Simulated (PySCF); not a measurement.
COS (SMILES O=C=S), singlet, at a GFN2-xTB geometry. Base run: PySCF with CCSD(T)/6-31G**.

PySCF was given this input:
```python
from pyscf import gto, scf, cc

mol = gto.M(
    atom='''
O    -0.000000   -0.000000   -1.666869
C    -0.000000   -0.000000   -0.512825
S     0.000000    0.000000    1.025744
''',
    basis='6-31g**',
    charge=0,
    spin=0,
    verbose=4,
)

mf = scf.RHF(mol)
mf.kernel()

mycc = cc.CCSD(mf)
mycc.kernel()
et = mycc.ccsd_t()
print('E(CCSD(T)) = %.10f' % (mycc.e_tot + et))
mf.analyze()
```

The base run was repeated with changes; each row names its change, and settings that it needs were set with it.

```json
[
 {"change": "base", "ΔE vs base (kcal/mol)": "0.000", "MP2 correlation (Eh)": "-0.43076", "CC correlation without the perturbative part (Eh)": "-0.43537", "basis functions": "46"},
 {"change": "density fitting = JK and correlation", "ΔE vs base (kcal/mol)": "-0.043", "MP2 correlation (Eh)": "-0.43088", "CC correlation without the perturbative part (Eh)": "-0.43554", "basis functions": "46"},
 {"change": "cc.iterative_damping = 0.8", "ΔE vs base (kcal/mol)": "0.000", "MP2 correlation (Eh)": "-0.43076", "CC correlation without the perturbative part (Eh)": "-0.43537", "basis functions": "46"},
 {"change": "method = mp2", "ΔE vs base (kcal/mol)": "15.26", "MP2 correlation (Eh)": "-0.43076", "CC correlation without the perturbative part (Eh)": "-", "basis functions": "46"},
 {"change": "method = ccsd", "ΔE vs base (kcal/mol)": "…", "MP2 correlation (Eh)": "-0.43076", "CC correlation without the perturbative part (Eh)": "-0.43537", "basis functions": "46"},
 {"change": "cc.diis_space = 10", "ΔE vs base (kcal/mol)": "0.000", "MP2 correlation (Eh)": "-0.43076", "CC correlation without the perturbative part (Eh)": "-0.43537", "basis functions": "46"},
 {"change": "frozen = 7", "ΔE vs base (kcal/mol)": "…", "MP2 correlation (Eh)": "…", "CC correlation without the perturbative part (Eh)": "…", "basis functions": "46"},
 {"change": "cc.diis_space = 3", "ΔE vs base (kcal/mol)": "0.000", "MP2 correlation (Eh)": "-0.43076", "CC correlation without the perturbative part (Eh)": "-0.43537", "basis functions": "46"},
 {"change": "frozen = 8", "ΔE vs base (kcal/mol)": "…", "MP2 correlation (Eh)": "…", "CC correlation without the perturbative part (Eh)": "…", "basis functions": "46"},
 {"change": "cc.level_shift = 0.2", "ΔE vs base (kcal/mol)": "0.000", "MP2 correlation (Eh)": "-0.43076", "CC correlation without the perturbative part (Eh)": "-0.43537", "basis functions": "46"}
]
```

Complete the blanks.


- method = ccsd, ΔE vs base (kcal/mol): 12.37
- frozen = 7, ΔE vs base (kcal/mol): 6.58
- frozen = 7, MP2 correlation (Eh): -0.41924
- frozen = 7, CC correlation without the perturbative part (Eh): -0.42516
- frozen = 8, ΔE vs base (kcal/mol): 44.46
- frozen = 8, MP2 correlation (Eh): -0.35942
- frozen = 8, CC correlation without the perturbative part (Eh): -0.36660
